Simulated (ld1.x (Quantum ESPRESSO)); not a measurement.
# Pseudopotential generation for caesium: TM, PBE, fully relativistic.

caesium, norm-conserving Troullier–Martins (Kleinman–Bylander form), made with ld1.x (Quantum ESPRESSO) 7.5 (PBE, fully relativistic). Core [Xe], reference 5d0 6s1 6p0. Waves: 6p (bound, empty): rc 3.80 bohr; 5d (bound, empty): rc 4.20 bohr; 6s (bound): rc 4.05 bohr. Local part: the s channel. Core correction: a·sin(br)/r model core inside 3.95 bohr.

Open shells are filled in proportion to 2j + 1 (rel_dist='average').

All-electron outer shells of the reference configuration (PBE, scalar-relativistic, ld1.x):

| shell | level (eV) | outermost node (bohr) | outermost maximum (bohr) |
| --- | --- | --- | --- |
| 5s | -26.73 | 0.82 | 1.54 |
| 5p | -13.52 | 0.89 | 1.79 |
| 6s | -2.09 | 2.11 | 4.80 |
| 6p | -0.74 | 2.61 | 6.72 |
| 5d | -0.38 | 1.06 | 3.51 |

Results:

- Cutoffs needed: 6 Ry and 6 Ry (the cutoffs (Ry, on a coarse ladder) from which the occupation-weighted sum of valence levels, in a spherical-Bessel basis at the reference potential, stays within 10 and 1 mRy of its value at 400 Ry)
- Ghost test: ghost states, extra bound levels that the all-electron valence spectrum of the same l lacks: p1/2 at -37.9 eV, p3/2 at -24.6 eV; a true bound ghost makes a file unfit for plane-wave use (spherical-Bessel basis up to 400 Ry, 20 bohr box)
- Largest excitation error: +10 meV (all-electron minus pseudo) for 5d0 6s0 6p1, out of 4 test configurations

Generation and tests took about 5 s on one core of a shared server CPU.
